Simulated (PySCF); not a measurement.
**Predicted spectroscopic data**

[PySCF: geometry: GFN2-xTB; PBE0/pcSseg-1 with gauge-including orbitals; no solvent model; one computed conformer; rapidly exchanging positions averaged; relativity neglected]

δ = σ(ref) − σ, references computed at the same level: 1H, 13C against TMS. Splittings of carbon signals by F and P are missing where no couplings were computed. Where no couplings were computed, multiplicities follow the n + 1 count of equivalent neighbours, and m marks all less simple cases (inequivalent or close neighbours, rings, F or P nearby). Shifts are as computed. Against solution values, carbons near 30 ppm lie about +3 ppm off and those near 130 ppm about +5 ppm; carbons on Cl a further +6 ppm. Of 1211 compounds with measured shifts, 218 miss one by over three times the rms of a fit or turn the order of signals round; such compounds aren't used in these exercises. Carbons bonded to Cl come out too deshielded.

Compound 1 (C6H7FN2O). 1H NMR (400 MHz, computed): δ 7.11 (m, 1H), 4.42 (s, 3H), 2.84 (s, 3H). 13C{1H} NMR (computed): δ 162.0, 161.7, 158.9, 118.2, 56.8, 24.4. Structure: SMILES COc1nnc(C)cc1F.

Compound 2 (C5H6ClNO2). 1H NMR (400 MHz, computed): δ 5.25 (m, 1H), 5.08 (m, 1H), 4.88 (m, 1H), 4.29 (m, 1H), 4.06 (m, 1H), 4.00 (m, 1H). 13C{1H} NMR (computed): δ 118.5, 92.4, 72.2, 70.6, 55.9. Structure: SMILES N#C[C@@H]1OCOC[C@@H]1Cl.

Compound 3 (C5H8NPSi). 1H NMR (400 MHz, computed): δ 9.66 (m, 1H), 7.56 (m, 1H), 4.83 (m, 3H), 2.95 (s, 3H). 13C{1H} NMR (computed): δ 212.2, 173.8, 158.4, 125.3, 30.5. Structure: `Cc1ccpc([SiH3])n1`.
